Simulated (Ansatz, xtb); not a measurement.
**Ranking isomers of FGeH5Si2**

7 gas-phase structures of FGeH5Si2, found in a search over its isomers (lower ones may exist). Each was relaxed with GFN2-xTB; where two conformers were screened, the lower at r2SCAN-D4/def2-SVP is listed:

A. a singlet given by its coordinates
B. `F[SiH2][SiH2][GeH]`, a singlet
C. `F[Si][GeH2][SiH3]`, a singlet
D. `F[Si@H]([SiH3])[GeH]`, a singlet
E. `[F][Ge][SiH2][SiH3]`, a singlet
F. `F[SiH2][Ge][SiH3]`, a singlet
G. a singlet given by its coordinates

A (Å):

```xyz
9

F    -1.4442   -3.7685    2.9990
Ge   -1.0871   -0.7023    1.8165
Si   -1.3135   -2.9840    1.5906
Si    0.4930   -0.4689    0.0375
H    -1.5844   -4.1888    0.7895
H    -0.0020   -1.0574    2.9214
H     1.6474   -1.3805    0.0137
H     1.0573    0.8851    0.0206
H    -0.1647   -0.6501   -1.2669
```

Close contacts (Å): F1–Si3 1.62, Ge2–Si3 2.30, Ge2–Si4 2.39, Ge2–H6 1.59, Si3–H5 1.47, Si4–H7 1.47, Si4–H8 1.47, Si4–H9 1.47.

G (Å):

```yaml
atoms:
  - { symbol: F, position_ang: [-1.0401, 1.7862, 1.8656] }
  - { symbol: Ge, position_ang: [-0.6501, 3.0040, -1.2980] }
  - { symbol: Si, position_ang: [-1.8756, 1.9389, 0.4712] }
  - { symbol: Si, position_ang: [1.0715, 1.6409, -0.5726] }
  - { symbol: H, position_ang: [-2.2353, 0.5354, 0.2460] }
  - { symbol: H, position_ang: [-3.0711, 2.6365, 0.9391] }
  - { symbol: H, position_ang: [-0.1074, 4.1378, -0.3227] }
  - { symbol: H, position_ang: [2.2726, 1.6925, 0.2841] }
  - { symbol: H, position_ang: [1.1708, 0.2159, -0.9502] }
```

Close contacts (Å): F1–Si3 1.63, Ge2–Si3 2.40, Ge2–Si4 2.31, Ge2–H7 1.59, Si3–H5 1.47, Si3–H6 1.46, Si4–H8 1.48, Si4–H9 1.48.

Question: Make a reasoned guess at their ranking by r2SCAN-D4/def2-SVP single-point energy.

Answer: Calculated order at r2SCAN-D4/def2-SVP: B (0.000), E (0.129), F (0.147), A (0.197), D (0.235), G (0.331), C (0.332) eV. Less than 1 kcal/mol parts E and F; A and D; G and C, so the order within those pairs means little. CCSD(T)/def2-SVP + ΔMP2/def2-TZVPP after further relaxation puts F lowest instead.

Energies above the lowest of each column, in eV; the last columns are at PBE0-D3(BJ)/pcseg-1 geometries and were run for some of them only (a dash: not run or not comparable):

| structure | GFN2-xTB | HF/STO-3G | r2SCAN-D4/def2-SVP | PBE0-D3(BJ)/pcseg-1 | CCSD(T)/def2-SVP + ΔMP2/def2-TZVPP |
| --- | --- | --- | --- | --- | --- |
| B | 0.167 | 1.201 | 0.000 | 0.033 | 0.172 |
| E | 0.027 | 0.741 | 0.129 | 0.231 | 0.449 |
| F | 0.000 | 1.141 | 0.147 | 0.000 | 0.000 |
| A | 0.149 | 1.717 | 0.197 | 0.218 | 0.106 |
| D | 0.322 | 1.154 | 0.235 | – | – |
| G | 0.066 | 2.181 | 0.331 | – | – |
| C | 0.468 | 0.000 | 0.332 | – | – |

CCSD(T)/def2-SVP + ΔMP2/def2-TZVPP puts F lowest of those it was run on; HF/STO-3G picks C, r2SCAN-D4/def2-SVP picks B. CCSD(T)/def2-SVP + ΔMP2/def2-TZVPP orders those it was run on as F (0.000), A (0.106), B (0.172), E (0.449) eV. Some further structures that were screened fall inside this span and aren't listed. Flexible structures stand in one conformer each, not always the lowest. Frequencies (PBE0-D3(BJ)/pcseg-1) were run for A, B, E, F alone. The ΔMP2 step shifts differences by up to 0.219 eV, which makes them less sure. ΔMP2 is the change of the MP2 energy from the smaller to the larger basis.

Over these structures GFN2-xTB departs from r2SCAN-D4/def2-SVP by 0.133 eV on average once a common shift is removed. A GFN2-xTB relaxation took about 0.27 s and the r2SCAN-D4/def2-SVP energy about 2.2 s on a shared host (Ansatz 0.2.0, xtb 6.7.1).
